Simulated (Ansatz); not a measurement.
C2S, SMILES `[C]=C=S` (lower triplet) (charge 0, multiplicity 3). The linear singlet lies higher and needs more than one determinant, so no gap is given.

All values below come from frozen-core CCSDTQ/6-31g // B3LYP-D3(BJ)/def2-TZVP run with Ansatz (a first-principles code).

Ansatz 0.2 input:
```yaml
crystal:
  periodic: [false, false, false]
  atoms:
    - { symbol: C, position_ang: [-1.394552, 0.00706, 0.00001] }
    - { symbol: C, position_ang: [-0.086127, -0.012267, 0.000001] }
    - { symbol: S, position_ang: [1.479173, -0.033517, -0.00001] }
basis:
  gaussian: { orbitals: "6-31g" }
correlation:
  method: ccsdtq
magnetization:
  spin_polarized: true
  initial_magnetization: 2
```

Output:

```
Functional definition: HF
656 factors; integrals over basis functions are off by at most 5.7e-8 eV
mean field evaluation 1: about -12870.4234 eV, gradient 1.0e1 eV
mean field evaluation 2: about -12870.6342 eV, gradient 1.0e1 eV
mean field evaluation 4: about -12871.7255 eV, gradient 2.0e0 eV
mean field evaluation 8: about -12871.7903 eV, gradient 2.1e-1 eV
mean field evaluation 16: about -12871.7920 eV, gradient 1.9e-6 eV
mean field evaluation 32: about -12871.5064 eV, gradient 9.6e-4 eV
mean field evaluation 64: about -12871.5349 eV, gradient 1.7e0 eV
mean field evaluation 96: about -12871.5002 eV, gradient 5.0e-1 eV
mean field evaluation 128: about -12866.2852 eV, gradient 1.0e1 eV
mean field evaluation 160: about -12868.8765 eV, gradient 1.4e0 eV
mean field evaluation 192: about -12868.9875 eV, gradient 8.4e-1 eV
mean field evaluation 224: about -12869.0478 eV, gradient 2.9e-2 eV
mean field evaluation 256: about -12871.5037 eV, gradient 3.9e-1 eV
mean field evaluation 288: about -12867.1766 eV, gradient 5.1e-4 eV
mean field -12871.79197634 eV, -473.0296303166 hartree, gradient 1.9e-6 eV, S^2 2.079306; 12 other end points of the search recorded, 0 dependent functions left out
determinant -12871.79197634 eV, -473.0296303166 hartree, with singles and doubles -12877.56181409 eV, -473.2416679428 hartree
determinant -12871.50644692 eV, -473.0191373038 hartree, with singles and doubles -12876.83863131 eV, -473.2150914659 hartree
determinant -12869.04780744 eV, -472.9287839696 hartree, with singles and doubles -12874.22122899 eV, -473.1189037049 hartree
7 core orbitals not correlated
reference -12871.79197634 eV, -473.0296303166 hartree; 8, 6 occupied and 16, 18 virtual orbitals, 656 factors
second order -5.22034075 eV of doubles, -0.00000000 eV of singles
cycle   1  -5.41530425 eV  change   -1.9e-1 eV  update   1.1e-1
cycle   2  -5.79165408 eV  change   -3.8e-1 eV  update   5.7e-2
cycle   3  -6.07864343 eV  change   -2.9e-1 eV  update   3.2e-2
cycle   4  -6.07880157 eV  change   -1.6e-4 eV  update   1.3e-2
cycle   5  -6.08868573 eV  change   -9.9e-3 eV  update   7.3e-3
cycle   6  -6.09563077 eV  change   -6.9e-3 eV  update   2.9e-3
cycle   7  -6.09416324 eV  change    1.5e-3 eV  update   1.4e-3
cycle   8  -6.09401240 eV  change    1.5e-4 eV  update   8.6e-4
cycle   9  -6.09436955 eV  change   -3.6e-4 eV  update   4.0e-4
cycle  10  -6.09461171 eV  change   -2.4e-4 eV  update   1.5e-4
cycle  11  -6.09452880 eV  change    8.3e-5 eV  update   9.2e-5
cycle  12  -6.09459909 eV  change   -7.0e-5 eV  update   6.0e-5
cycle  13  -6.09453847 eV  change    6.1e-5 eV  update   3.1e-5
cycle  14  -6.09451162 eV  change    2.7e-5 eV  update   1.7e-5
cycle  15  -6.09451323 eV  change   -1.6e-6 eV  update   1.4e-5
cycle  16  -6.09451915 eV  change   -5.9e-6 eV  update   1.2e-5
cycle  17  -6.09452324 eV  change   -4.1e-6 eV  update   1.0e-5
cycle  18  -6.09452924 eV  change   -6.0e-6 eV  update   8.7e-6
cycle  19  -6.09452838 eV  change    8.6e-7 eV  update   5.7e-6
cycle  20  -6.09452513 eV  change    3.2e-6 eV  update   2.9e-6
cycle  21  -6.09452463 eV  change    4.9e-7 eV  update   1.7e-6
Total energy: -12877.88650098 eV, -473.2535999659 hartree
```
